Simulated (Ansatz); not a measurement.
Si₂Ni. The state is a quintet with charge 0. Geometry r2SCAN-D4/def2-TZVP; atoms count from 1.

```tsv
atom	x (Å)	y (Å)	z (Å)
Ni1	-0.479	-0.063	1.071
Si2	0.186	1.276	-0.486
Si3	0.293	-1.213	-0.585
```

At PBE0-D4/def2-TZVP a triplet of charge 0 lies 1.64 eV below the quintet, each at its own geometry. The structure comes from a short search, and lower isomers may exist.

**Question.** Estimate the Mulliken populations from the PBE0/def2-TZVP orbitals of Ansatz.

**Answer.** 
```
atom  charge (e)  spin (α − β)  d electrons
 Ni1        0.25          1.40         8.66
 Si2       -0.13          1.30            –
 Si3       -0.13          1.30            –
```
Mulliken values depend strongly on the basis.

**Question.** Where does the spin sit?

**Answer.** Summed by element: Ni 1.40, Si 2.60, of 4 unpaired in all. Largest on single atoms: Ni1 1.40, Si2 1.30, Si3 1.30.

**Question.** And the Mayer bond orders between heavy atoms (over 0.3)?

**Answer.** Ni1–Si2 1.14 (2.16 Å); Ni1–Si3 1.14 (2.16 Å); Si2–Si3 1.19 (2.49 Å).
